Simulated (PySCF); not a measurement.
C₃H₄ClF, SMILES C/C=C(\F)Cl.

Coordinates come from a B3LYP-D3(BJ)/def2-SVP optimisation.

Computed with ωB97X/def2-TZVP run with PySCF.

Gas-phase values at a fixed geometry.

```
Item                                                                                                           Result
---------------------------------------------------------------------------------------------  ----------------------
total energy                                                                                       -676.78751 hartree
point group                                                                                                        Cs
highest occupied level                                                                                       -9.52 eV
lowest empty level                                                                                            2.40 eV
orbital gap                                                                                                  11.92 eV
dipole moment                                                                                                  1.77 D
quadrupole, principal values (traceless, Buckingham form, about the centre of nuclear charge)  -1.93, -1.15, 3.08 D·Å
mean static polarisability                                                                       49.9 bohr³ (7.39 Å³)
polarisability, principal values                                                               34.8, 44.2, 70.6 bohr³
```
